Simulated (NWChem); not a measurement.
Everything below was run with NWChem. System: C3H5, charge 0, spin multiplicity 2, at a geometry optimised with UB3LYP/def2-SVP. The structure started from a generated list of species. Its SCF solution wasn't tested for a lower state. Level: UCAM-B3LYP/def2-TZVP.

Input file:

```
start mol
memory heap 200 mb stack 900 mb global 1100 mb
geometry units angstroms nocenter noautoz
  C      1.233202     0.000000    -0.196009
  C      0.000000     0.000000     0.441362
  C     -1.233202     0.000000    -0.196009
  H      2.166959     0.000000     0.370549
  H      1.304275     0.000000    -1.288007
  H      0.000000     0.000000     1.538852
  H     -2.166959     0.000000     0.370549
  H     -1.304275     0.000000    -1.288007
  symmetry group C2v
end
basis spherical
  * library def2-tzvp
end
dft
  xc xcamb88 1.00 lyp 0.81 vwn_5 0.19 hfexch 1.00
  cam 0.33 cam_alpha 0.19 cam_beta 0.46
  odft
  mult 2
  direct
  iterations 100
end
task dft energy
```

Part of the output:

```
             Northwest Computational Chemistry Package (NWChem) 7.3.0
             --------------------------------------------------------

                                NWChem Input Module
                                -------------------

 Scaling coordinates for geometry "geometry" by  1.889725989
 (inverse scale =  0.529177249)

 Turning off AUTOSYM since
 SYMMETRY directive was detected!

                             Geometry "geometry" -> ""
                             -------------------------

 Output coordinates in angstroms (scale by  1.889725989 to convert to a.u.)

  No.       Tag          Charge          X              Y              Z
 ---- ---------------- ---------- -------------- -------------- --------------
    1 C                    6.0000     1.23320200     0.00000000    -0.19600900
    2 C                    6.0000     0.00000000     0.00000000     0.44136200
    3 C                    6.0000    -1.23320200     0.00000000    -0.19600900
    4 H                    1.0000     2.16695900     0.00000000     0.37054900
    5 H                    1.0000     1.30427500     0.00000000    -1.28800700
    6 H                    1.0000     0.00000000     0.00000000     1.53885200
    7 H                    1.0000    -2.16695900     0.00000000     0.37054900
    8 H                    1.0000    -1.30427500     0.00000000    -1.28800700

 Effective nuclear repulsion energy (a.u.)      64.6014309923

            Nuclear Dipole moment (a.u.)
            ----------------------------
        X                 Y               Z
 ---------------- ---------------- ----------------
     0.0000000000     0.0000000000     0.0000000000

      Symmetry information
      --------------------

 Group name             C2v
 Group number             16
 Group order               4
 No. of unique centers     5

      Symmetry unique atoms

     1    2    4    5    6


 Summary of "ao basis" -> "" (spherical)
 ------------------------------------------------------------------------------
       Tag                 Description            Shells   Functions and Types
 ---------------- ------------------------------  ------  ---------------------
[...]
    beta     21     22     24     23     26     25     27     28     29     30
 overlap   1.000  0.972  0.993  0.980  0.980  1.000  0.979  0.998  0.995  0.900

   alpha     31     32     33     34     35     36     37     38     39     40
    beta     31     32     33     34     36     35     37     38     39     40
 overlap   0.991  0.897  0.990  1.000  0.999  1.000  1.000  1.000  1.000  1.000

   alpha     41     42     43     44     45     46     47     48     49     50
    beta     42     41     43     44     45     46     47     48     49     50
 overlap   0.999  0.999  1.000  0.996  0.996  0.990  0.999  0.991  0.999  0.999

   alpha     51     52     53     54     55     56     57     58     59     60
    beta     51     52     53     54     55     57     56     58     59     60
 overlap   0.998  0.998  0.999  0.994  1.000  0.999  0.999  1.000  0.999  0.995

   alpha     61     62     63     64     65     66     67     68     69     70
    beta     61     62     63     64     66     65     67     68     69     70
 overlap   1.000  1.000  0.999  0.999  0.999  1.000  1.000  1.000  1.000  0.999

   alpha     71     72     73     74     75     76     77     78     79     80
    beta     71     72     74     73     75     78     76     77     79     80
 overlap   1.000  0.999  0.997  0.999  0.997  1.000  1.000  0.999  0.997  0.999

   alpha     81     82     83     84     85     86     87     88     89     90
    beta     82     81     83     84     85     86     87     88     89     90
 overlap   0.999  0.997  1.000  0.996  0.997  0.998  0.996  0.997  0.997  0.995

   alpha     91     92     93     94     95     96     97     98     99    100
    beta     91     93     92     94     95     98     97     96     99    100
 overlap   0.998  0.986  0.983  0.984  0.998  0.999  0.985  0.999  0.999  0.998

   alpha    101    102    103    104    105    106    107    108    109    110
    beta    101    102    103    104    105    106    107    109    108    110
 overlap   0.997  0.995  1.000  0.996  0.999  0.999  1.000  1.000  0.999  0.999

   alpha    111    112    113    114    115    116    117    118    119    120
    beta    111    112    113    114    115    116    117    118    119    120
 overlap   1.000  1.000  1.000  1.000  1.000  1.000  1.000  1.000  1.000  1.000

   alpha    121    122    123
    beta    121    122    123
 overlap   1.000  1.000  1.000

     --------------------------
     Expectation value of S2:
     --------------------------
      <S2> =      0.7948 (Exact =     0.7500)

 center of mass
 --------------
 x =  -0.00000000 y =   0.00000000 z =   0.01352616

 moments of inertia (a.u.)
 ------------------
          33.085251877678           0.000000000000           0.000000000000
           0.000000000000         209.469731304142           0.000000000000
           0.000000000000           0.000000000000         176.384479426463

     Multipole analysis of the density
     ---------------------------------

     L   x y z        total         alpha         beta         nuclear
     -   - - -        -----         -----         ----         -------
     0   0 0 0     -0.000000    -12.000000    -11.000000     23.000000

     1   1 0 0     -0.000000     -0.000000     -0.000000      0.000000
     1   0 1 0     -0.000000     -0.000000     -0.000000      0.000000
     1   0 0 1      0.024639      0.310254     -0.285614      0.000000

     2   2 0 0    -13.490589    -65.966126    -58.381496    110.857032
     2   1 1 0      0.000000      0.000000      0.000000      0.000000
     2   1 0 1     -0.000000     -0.000000     -0.000000      0.000000
     2   0 2 0    -16.811284     -9.607529     -7.203755      0.000000
     2   0 1 1     -0.000000     -0.000000     -0.000000      0.000000
     2   0 0 2    -13.269509    -20.478230    -19.897226     27.105948

 Task  times  cpu:       82.3s     wall:       82.3s

 Total times  cpu:       82.3s     wall:       82.3s
```
